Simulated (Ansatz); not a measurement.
A structure relaxed at PBE0-D4/def2-TZVP, charge 0, multiplicity 1:

```xyz
16

C     1.204   -2.601    0.063
C     1.051   -1.493   -0.667
Al    0.000    0.000    0.000
C    -0.844   -0.110    1.747
C    -1.572    0.906    2.220
C    -0.206    1.603   -1.080
C     0.367    1.695   -2.284
H     0.752   -2.709    1.047
H     1.785   -3.458   -0.274
H     1.547   -1.489   -1.639
H    -0.763   -0.982    2.397
H    -2.061    0.883    3.193
H    -1.718    1.823    1.653
H    -0.782    2.472   -0.758
H     0.964    0.886   -2.700
H     0.276    2.574   -2.919
```

**Question.** Give its formula and SMILES.

**Answer.** C6H9Al, `C=[CH][Al]([CH]=C)[CH]=C`.

**Question.** Point group (tolerance 0.08 Å, 0.16 Å for H)?

**Answer.** C3h.

**Question.** Summarise the bond lengths by kind.

**Answer.** 3 × C–C 1.336 Å; 9 × C–H 1.088 to 1.091 Å; 3 × Al–C 1.944 Å.

Results of the Gaussian-basis code of Ansatz.
